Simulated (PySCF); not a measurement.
## How methods differ on the excitation energy of Mn⁺

Mn⁺ [Ar] 3d5 4s1 (7S) → Mn⁺ [Ar] 3d4 4s1 4p1 (high-spin determinant), as a difference of total energies. Computed with PySCF 2.14 in aug-cc-pVTZ, with the non-relativistic Hamiltonian (point nucleus). Correlated levels: valence: [Ar] frozen. The calculations carry no spin-orbit coupling.

```
           method  excitation energy (eV)
              UHF                   9.551
              LDA                  11.172
              PBE                  10.868
             PBE0                  10.677
           r2SCAN                  10.759
             BLYP                  10.786
            B3LYP                  10.675
           PBEsol                  10.975
            TPSSh                  10.649
    MP2 (valence)                  10.273
SCS-MP2 (valence)                   9.792
```

How much does correlation contribute at MP2 (valence)?

10.273 − (9.551) = 0.722 eV, measured against UHF.

A first-order spin-orbit estimate (lowest level to lowest level, LS coupling) adds -0.092 eV.

The determinant of the upper state mixes LS terms, which raises its energy above the lowest term, most at the Hartree-Fock and MP2 levels.
